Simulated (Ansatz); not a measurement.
`[SiH3][Al]([Cl])[SnH3]`. The species carries charge 0 and has multiplicity 1. Sn takes the def2 core potential. All single points use the PBE0-D4/def2-TZVP geometry.

```xyz
10

Si   -1.529    0.166   -1.714
Al   -0.311   -0.814    0.176
Cl   -0.872   -2.752    0.787
Sn    1.659    0.332    1.542
H    -2.180    1.438   -1.288
H    -0.574    0.503   -2.808
H    -2.574   -0.741   -2.261
H     1.141    1.796    2.261
H     2.271   -0.663    2.788
H     2.969    0.736    0.517
```

Question: What is the dipole moment at PBE/def2-TZVPP? (Estimate.)

Answer: Ansatz gave: 0.90 D, with components (-0.06, 0.73, -0.52) D in this frame, pointing from negative to positive charge.

Question: And with r2SCAN, B3LYP, ωB97M-V? (Estimate.)

Answer: Computed: r2SCAN 0.94 D, B3LYP 0.94 D, ωB97M-V 0.92 D.

Question: Give the Mulliken charges with PBE, ωB97M-V, B3LYP in def2-TZVPP. (Estimate.)

Answer: Computed: 
```json
{"atom": "Si1", "PBE": "-0.02", "ωB97M-V": "-0.06", "B3LYP": "0.05"}
{"atom": "Al2", "PBE": "0.46", "ωB97M-V": "0.46", "B3LYP": "0.46"}
{"atom": "Cl3", "PBE": "-0.22", "ωB97M-V": "-0.22", "B3LYP": "-0.24"}
{"atom": "Sn4", "PBE": "0.19", "ωB97M-V": "0.11", "B3LYP": "0.26"}
{"atom": "H5", "PBE": "-0.04", "ωB97M-V": "-0.02", "B3LYP": "-0.05"}
{"atom": "H6", "PBE": "-0.04", "ωB97M-V": "-0.02", "B3LYP": "-0.05"}
{"atom": "H7", "PBE": "-0.03", "ωB97M-V": "-0.01", "B3LYP": "-0.05"}
{"atom": "H8", "PBE": "-0.11", "ωB97M-V": "-0.09", "B3LYP": "-0.13"}
{"atom": "H9", "PBE": "-0.10", "ωB97M-V": "-0.08", "B3LYP": "-0.12"}
{"atom": "H10", "PBE": "-0.11", "ωB97M-V": "-0.09", "B3LYP": "-0.13"}
```

B3LYP here is the variant with VWN-RPA as its local correlation; programs differ in this.
